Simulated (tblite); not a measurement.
C3H2F2N2S2 (charge +1 and doublet state).
SMILES with atom numbers: `[F:1][CH:2]([F:3])[S+:4][c:5]1[cH:6][n:7][s:8][n:9]1` (hydrogens: H10 on C2; H11 on C6)

The geometry is computed with GFN2-xTB (gas phase). This method treats the open shell by occupation alone, without spin polarisation.

Give the optimised bond lengths and angles.

```json
{"bond": "F1–C2, C2–F3", "length (pm)": "132.9", "order": "single"}
{"bond": "C2–S4", "length (pm)": "188.7", "order": "single"}
{"bond": "S4–C5", "length (pm)": "171.0", "order": "single"}
{"bond": "C5–C6", "length (pm)": "145.6", "order": "aromatic"}
{"bond": "C6–N7", "length (pm)": "129.0", "order": "aromatic"}
{"bond": "N7–S8", "length (pm)": "163.9", "order": "aromatic"}
{"bond": "S8–N9", "length (pm)": "158.5", "order": "aromatic"}
{"bond": "C5–N9", "length (pm)": "133.3", "order": "aromatic"}
{"bond": "C2–H10", "length (pm)": "109.9", "order": "single"}
{"bond": "C6–H11", "length (pm)": "107.6", "order": "single"}
```

Bonds in one row agree within 1 pm and their mean is given. Orders are formal, as drawn. A selection of angles:
```json
{"angle": "F1–C2–F3", "degrees": "108.4"}
{"angle": "F1–C2–S4", "degrees": "108.7"}
{"angle": "C2–S4–C5", "degrees": "100.7"}
{"angle": "S4–C5–C6", "degrees": "131.6"}
{"angle": "S4–C5–N9", "degrees": "117.5"}
{"angle": "C6–C5–N9", "degrees": "110.9"}
{"angle": "C5–C6–N7", "degrees": "111.4"}
{"angle": "C6–N7–S8", "degrees": "110.6"}
{"angle": "N7–S8–N9", "degrees": "96.3"}
{"angle": "C5–N9–S8", "degrees": "110.8"}
```

Dihedral angles: F1–C2–S4–C5 -59° (synclinal); C2–S4–C5–C6 0° (synperiplanar).

The 2 C–N bonds span 1.290 Å (C6–N7, aromatic) to 1.333 Å (C5–N9, aromatic), a spread of 0.043 Å. C6 (carbon bonded to C, N and H) is planar (angles 127.9°, 120.7° and 111.4°, sum 360.0°, 0.00 Å off the plane of its three neighbours). Of the pairs four or more bonds apart, F1···C6 is among the closest relative to their van der Waals radii: 2.99 Å, 94 % of the sum of Bondi's values. The 5-membered ring C5–C6–N7–S8–N9 has internal angles of 96.3° to 111.4° (sum 540°, against 540° for a flat polygon); it is planar, 0.00 Å rms from its mean plane, widest ring torsion 0°. The C–S distances run from 1.710 Å (S4–C5, drawn single) to 1.887 Å (C2–S4, drawn single), a spread of 0.177 Å. N7 (nitrogen bonded to C and S) is bent (angle 110.6°). C5 (carbon bonded to C, N and S) is planar (angles 131.6°, 117.5° and 110.9°, sum 360.0°, 0.00 Å off the plane of its three neighbours).

Point group: Cs (every atom within 0.08 Å of its image). Its GFN2-xTB frequencies are all real (lowest 40 cm⁻¹). 3 starts were optimised and ended at 0.00, 0.02 and 2.95 kcal/mol (GFN2-xTB); the lowest of these is shown.

One conformer stands for the species.
